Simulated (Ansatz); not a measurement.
All numbers were calculated with Ansatz.

`[I][GeH]1[BH][CH2]1` at its PBE0-D4/def2-TZVP geometry, where that method's forces vanish. Charge 0, multiplicity 1. I: def2 effective core potential.

```csv
atom,x (Å),y (Å),z (Å)
I1,-0.441,-2.637,-1.863
Ge2,-0.795,-0.396,-0.791
B3,-0.382,-0.064,1.105
C4,0.645,0.838,0.606
H5,-0.715,0.621,-1.943
H6,-0.488,-0.808,2.021
H7,0.541,1.566,-0.198
H8,1.635,0.880,1.062
```

Q: For each bond, give half the difference of the two atoms' forces along it (eV/Å; positive pushes the atoms apart) under PBE-D4, r2SCAN-D4, B3LYP-D4, ωB97M-V in def2-TZVPP. (An estimate is asked.)

A: The calculation gave: 
| bond | length (Å) | PBE-D4 | r2SCAN-D4 | B3LYP-D4 | ωB97M-V |
| --- | --- | --- | --- | --- | --- |
| I1–Ge2 | 2.509 | 0.14 | 0.06 | 0.17 | 0.01 |
| Ge2–B3 | 1.968 | 0.07 | 0.06 | 0.19 | 0.06 |
| Ge2–C4 | 2.356 | 0.14 | 0.03 | 0.23 | -0.07 |
| Ge2–H5 | 1.539 | 0.13 | -0.05 | -0.05 | -0.14 |
| B3–C4 | 1.455 | 0.08 | 0.05 | 0.05 | 0.01 |
| B3–H6 | 1.185 | 0.00 | -0.07 | -0.13 | -0.12 |
| C4–H7 | 1.090 | 0.11 | -0.06 | -0.06 | -0.04 |
| C4–H8 | 1.091 | 0.09 | 0.01 | -0.12 | -0.05 |

B3LYP here is the variant with VWN-RPA as its local correlation; programs differ in this.
